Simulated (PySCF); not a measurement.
PySCF job for SiHBr3, SMILES Br[SiH](Br)Br, ωB97X-D3(BJ)/def2-SVP. 

```python
import numpy as np
from pyscf import gto, scf, dft
from pyscf.geomopt import geometric_solver

mol = gto.M(
    atom='''
    Si    0.00877676    0.64850881    0.00000000
    Br   -1.04343493   -0.10575501    1.78700689
    Br    2.08283260   -0.10758123   -0.00000001
    Br   -1.04343495   -0.10575500   -1.78700689
    H     0.01842998    2.08907019   -0.00000000
    ''',
    basis='def2-SVP',
    charge=0,
    spin=0,
    max_memory=1600,
    verbose=3,
)
mf = dft.RKS(mol, xc='wb97x-d3bj').density_fit(auxbasis='def2-universal-jkfit')
mf.grids.level = 3
mf.conv_tol = 1e-9
mf.max_cycle = 100
mf.kernel()
grad = mf.nuc_grad_method()
grad.grid_response = mol.nao <= 150
conv, mol_eq = geometric_solver.kernel(grad, convergence_set='GAU_TIGHT', maxsteps=100)
print(mol_eq.tostring(format='xyz'))
mf.reset(mol_eq)
mf.kernel()
```

Output:

```
converged SCF energy = -8011.44688175219
[banner and settings of the optimiser left out]
Geometry optimization cycle 1
Cartesian coordinates (Angstrom)
 Atom        New coordinates             dX        dY        dZ
  Si   0.008777   0.648509   0.000000    0.000000  0.000000  0.000000
  Br  -1.043435  -0.105755   1.787007    0.000000  0.000000  0.000000
  Br   2.082833  -0.107581  -0.000000    0.000000  0.000000  0.000000
  Br  -1.043435  -0.105755  -1.787007    0.000000  0.000000  0.000000
   H   0.018430   2.089070   0.000000    0.000000  0.000000  0.000000

WARN: Mole.unit (angstrom) is changed to Bohr

converged SCF energy = -8011.44688175217
--------------- DFRKS_Scanner gradients ---------------
         x                y                z
0 Si     0.0003910835     0.0193220143     0.0000000016
1 Br    -0.0020513793    -0.0019410913     0.0022062333
2 Br     0.0036108739    -0.0016651274     0.0000000002
3 Br    -0.0020514194    -0.0019410862    -0.0022062450
4 H     0.0001008033    -0.0137747280     0.0000000006
----------------------------------------------
cycle 1: E = -8011.44688175  dE = -8011.45  norm(grad) = 0.0245916
Step    0 : Gradient = 1.100e-02/1.933e-02 (rms/max) Energy = -8011.4468817522
Hessian Eigenvalues: 5.00000e-02 5.00000e-02 5.00000e-02 ... 2.05868e-01 2.50000e-01 2.50000e-01

Geometry optimization cycle 2
Cartesian coordinates (Angstrom)
 Atom        New coordinates             dX        dY        dZ
  Si   0.006170   0.630909   0.000000   -0.002607 -0.017599  0.000000
  Br  -1.035817  -0.104906   1.788715    0.007618  0.000849  0.001708
  Br   2.073399  -0.110953   0.000000   -0.009433 -0.003372  0.000000
  Br  -1.035817  -0.104907  -1.788715    0.007618  0.000848 -0.001708
   H   0.015236   2.108346   0.000000   -0.003194  0.019275  0.000000
converged SCF energy = -8011.44747548701
--------------- DFRKS_Scanner gradients ---------------
         x                y                z
0 Si     0.0002779732    -0.0002528099    -0.0000000051
1 Br    -0.0002496088    -0.0003750399    -0.0000442467
2 Br     0.0000175678    -0.0000699171    -0.0000000082
3 Br    -0.0002495689    -0.0003750078     0.0000443114
4 H     0.0002036566     0.0010727796    -0.0000000049
----------------------------------------------
cycle 2: E = -8011.44747549  dE = -0.000593735  norm(grad) = 0.00132231
Step    1 : Displace = 1.358e-02/1.953e-02 (rms/max) Trust = 1.000e-01 (=) Grad = 5.914e-04/1.092e-03 (rms/max) E (change) = -8011.4474754870 (-5.937e-04) Quality = 0.949
Hessian Eigenvalues: 4.99999e-02 5.00000e-02 5.00000e-02 ... 2.22563e-01 2.49964e-01 2.50000e-01

Geometry optimization cycle 3
Cartesian coordinates (Angstrom)
 Atom        New coordinates             dX        dY        dZ
  Si   0.005529   0.628292  -0.000000   -0.000641 -0.002617 -0.000001
  Br  -1.034289  -0.101442   1.791611    0.001528  0.003465  0.002895
  Br   2.073646  -0.110336   0.000000    0.000247  0.000617 -0.000000
  Br  -1.034288  -0.101442  -1.791612    0.001528  0.003465 -0.002897
   H   0.012573   2.103416  -0.000000   -0.002663 -0.004929 -0.000000
converged SCF energy = -8011.44748587083
--------------- DFRKS_Scanner gradients ---------------
         x                y                z
0 Si     0.0001076354    -0.0000952838     0.0000000169
1 Br    -0.0000872479    -0.0000687654    -0.0000636077
2 Br    -0.0000256304     0.0000629523     0.0000000034
3 Br    -0.0000872484    -0.0000687887     0.0000636454
4 H     0.0000925330     0.0001698889     0.0000000157
----------------------------------------------
cycle 3: E = -8011.44748587  dE = -1.03838e-05  norm(grad) = 0.000309016
Step    2 : Displace = 4.112e-03/5.574e-03 (rms/max) Trust = 1.414e-01 (+) Grad = 1.382e-04/1.935e-04 (rms/max) E (change) = -8011.4474858708 (-1.038e-05) Quality = 1.222
Hessian Eigenvalues: 4.99963e-02 5.00000e-02 5.00000e-02 ... 2.04695e-01 2.46260e-01 2.50000e-01

Geometry optimization cycle 4
Cartesian coordinates (Angstrom)
 Atom        New coordinates             dX        dY        dZ
  Si   0.005159   0.627800  -0.000001   -0.000370 -0.000492 -0.000001
  Br  -1.033112  -0.100370   1.793016    0.001176  0.001072  0.001405
  Br   2.073343  -0.110986  -0.000001   -0.000303 -0.000650 -0.000001
  Br  -1.033111  -0.100369  -1.793020    0.001177  0.001073 -0.001408
   H   0.010889   2.102413  -0.000001   -0.001683 -0.001003 -0.000001
converged SCF energy = -8011.44748682121
--------------- DFRKS_Scanner gradients ---------------
         x                y                z
0 Si     0.0000172835    -0.0000148484     0.0000000148
1 Br    -0.0000202808     0.0000057770    -0.0000196059
2 Br    -0.0000007862     0.0000341627     0.0000000097
3 Br    -0.0000202969     0.0000057555     0.0000195645
4 H     0.0000240714    -0.0000308834     0.0000000105
----------------------------------------------
cycle 4: E = -8011.44748682  dE = -9.50379e-07  norm(grad) = 6.98359e-05
Step    3 : Displace = 1.658e-03/2.133e-03 (rms/max) Trust = 2.000e-01 (+) Grad = 3.123e-05/3.916e-05 (rms/max) E (change) = -8011.4474868212 (-9.504e-07) Quality = 1.138
Hessian Eigenvalues: 4.99531e-02 5.00000e-02 5.00000e-02 ... 2.00029e-01 2.50000e-01 2.50451e-01

Geometry optimization cycle 5
Cartesian coordinates (Angstrom)
 Atom        New coordinates             dX        dY        dZ
  Si   0.005059   0.627904  -0.000001   -0.000100  0.000104  0.000000
  Br  -1.032695  -0.100305   1.793312    0.000417  0.000065  0.000296
  Br   2.073117  -0.111355  -0.000001   -0.000225 -0.000369 -0.000000
  Br  -1.032695  -0.100304  -1.793315    0.000417  0.000065 -0.000296
   H   0.010382   2.102551  -0.000001   -0.000508  0.000138 -0.000000
converged SCF energy = -8011.44748688892
--------------- DFRKS_Scanner gradients ---------------
         x                y                z
0 Si    -0.0000021065    -0.0000006916    -0.0000000080
1 Br    -0.0000019541     0.0000053548    -0.0000037409
2 Br     0.0000011043     0.0000068568     0.0000000032
3 Br    -0.0000018908     0.0000053737     0.0000037913
4 H     0.0000048851    -0.0000168876    -0.0000000045
----------------------------------------------
cycle 5: E = -8011.44748689  dE = -6.77137e-08  norm(grad) = 2.13429e-05
Step    4 : Displace = 4.489e-04/5.065e-04 (rms/max) Trust = 2.828e-01 (+) Grad = 9.545e-06/1.758e-05 (rms/max) E (change) = -8011.4474868889 (-6.771e-08) Quality = 1.195
Hessian Eigenvalues: 4.95022e-02 5.00000e-02 5.00000e-02 ... 1.99899e-01 2.20520e-01 2.50000e-01

Geometry optimization cycle 6
Cartesian coordinates (Angstrom)
 Atom        New coordinates             dX        dY        dZ
  Si   0.005048   0.627966  -0.000002   -0.000011  0.000062 -0.000001
  Br  -1.032606  -0.100355   1.793339    0.000090 -0.000051  0.000027
  Br   2.073070  -0.111417  -0.000002   -0.000048 -0.000061 -0.000001
  Br  -1.032606  -0.100355  -1.793343    0.000089 -0.000051 -0.000027
   H   0.010260   2.102651  -0.000002   -0.000122  0.000100 -0.000000
converged SCF energy = -8011.44748689339
--------------- DFRKS_Scanner gradients ---------------
         x                y                z
0 Si     0.0000006375     0.0000006055     0.0000000199
1 Br     0.0000002488     0.0000013079    -0.0000013714
2 Br    -0.0000020080    -0.0000002686     0.0000000196
3 Br     0.0000001757     0.0000012929     0.0000013165
4 H     0.0000010043    -0.0000029473     0.0000000123
----------------------------------------------
cycle 6: E = -8011.44748689  dE = -4.4738e-09  norm(grad) = 4.65425e-06
Step    5 : Displace = 1.010e-04/1.291e-04 (rms/max) Trust = 3.000e-01 (+) Grad = 2.081e-06/3.114e-06 (rms/max) E (change) = -8011.4474868934 (-4.474e-09) Quality = 1.222
Hessian Eigenvalues: 4.46519e-02 5.00000e-02 5.00000e-02 ... 2.02657e-01 2.15747e-01 2.50007e-01

Geometry optimization cycle 7
Cartesian coordinates (Angstrom)
 Atom        New coordinates             dX        dY        dZ
  Si   0.005042   0.627971  -0.000002   -0.000006  0.000006  0.000000
  Br  -1.032588  -0.100382   1.793347    0.000018 -0.000027  0.000008
  Br   2.073081  -0.111383  -0.000002    0.000011  0.000034 -0.000000
  Br  -1.032587  -0.100382  -1.793351    0.000019 -0.000027 -0.000008
   H   0.010214   2.102667  -0.000002   -0.000046  0.000015 -0.000000
converged SCF energy = -8011.44748689369
--------------- DFRKS_Scanner gradients ---------------
         x                y                z
0 Si    -0.0000000196    -0.0000008136    -0.0000000076
1 Br    -0.0000009643     0.0000003210     0.0000012209
2 Br     0.0000011095    -0.0000016770    -0.0000000035
3 Br    -0.0000009341     0.0000003136    -0.0000011858
4 H     0.0000008021     0.0000018342    -0.0000000033
----------------------------------------------
cycle 7: E = -8011.44748689  dE = -2.93767e-10  norm(grad) = 3.68971e-06
Step    6 : Displace = 1.204e-05/1.715e-05 (rms/max) Trust = 3.000e-01 (=) Grad = 1.650e-06/2.011e-06 (rms/max) E (change) = -8011.4474868937 (-2.938e-10) Quality = 1.498
Hessian Eigenvalues: 4.46519e-02 5.00000e-02 5.00000e-02 ... 2.02657e-01 2.15747e-01 2.50007e-01
Converged! =D

5
XYZ from PySCF
Si          0.00504221        0.62797133       -0.00000188
Br         -1.03258750       -0.10038236        1.79334664
Br          2.07308080       -0.11138254       -0.00000177
Br         -1.03258714       -0.10038221       -1.79335059
H           0.01021358        2.10266652       -0.00000188
converged SCF energy = -8011.4474868937
```

Self-consistency was reached.
